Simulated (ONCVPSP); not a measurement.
## How hard is this Ge ONCV potential?

```
Element                 : germanium
Generator               : ONCVPSP 4.0.1
Type                    : optimised norm-conserving Vanderbilt (ONCV)
Functional              : PBE
Relativity              : scalar-relativistic
Frozen core             : [Ne]
Valence charge          : 22
Reference configuration : 3s2 3p6 3d10 4s2 4p2
Partial waves           : 3s+4s: rc 0.85 bohr, ncon 4, nbas 7, qcut 14.6 1/bohr, 2 projectors; 3p+4p: rc 0.90 bohr, ncon 4, nbas 8, qcut 18.8 1/bohr, 2 projectors; 3d: rc 0.85 bohr, ncon 3, nbas 7, qcut 16 1/bohr, local
Local potential         : the d channel
Core correction         : none
```

Task: For each optimised wave give the share of its norm inside rc, the residual kinetic energy above qcut (Ha) and the cutoffs (Ha) for errors of 10, 1, 0.1 and 0.01 mHa per electron.

Result:

```tsv
wave	norm inside rc	residual KE	10 mHa	1 mHa	0.1 mHa	0.01 mHa
3s	0.844	5.3e-06	65.7	81.2	93.2	103.7
4s	0.036	2.3e-06	50.3	71.4	87.2	100.0
3p	0.846	2.2e-08	47.0	57.9	86.9	117.0
4p	0.020	5.5e-10	31.7	45.3	56.8	98.2
3d	0.697	7.6e-05	97.4	112.5	126.1	361.0
```

The occupied waves need 112 Ha and 126 Ha for 1 and 0.1 mHa. Note: ghosts flagged at negative energy: s at -96.5 eV; no localised positive-energy state flagged. A true bound ghost makes a file unfit for plane-wave use.
